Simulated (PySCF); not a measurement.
C₃H₄O, SMILES C1(=O)CC1. Coordinates come from a B3LYP-D3(BJ)/def2-SVP optimisation.

Computed equilibrium geometry at B3LYP-D3(BJ)/def2-SVP (PySCF confirms it by a frequency run) as Cartesian coordinates in Å, and its point group:
point group C2v.
```xyz
8

O      0.0000     0.0000    -1.5828
C      0.0000     0.0000    -0.3860
C      0.0000    -0.7840     0.8605
C      0.0000     0.7840     0.8605
H     -0.9210    -1.2956     1.1630
H      0.9210    -1.2956     1.1630
H      0.9210     1.2956     1.1630
H     -0.9210     1.2956     1.1630
```
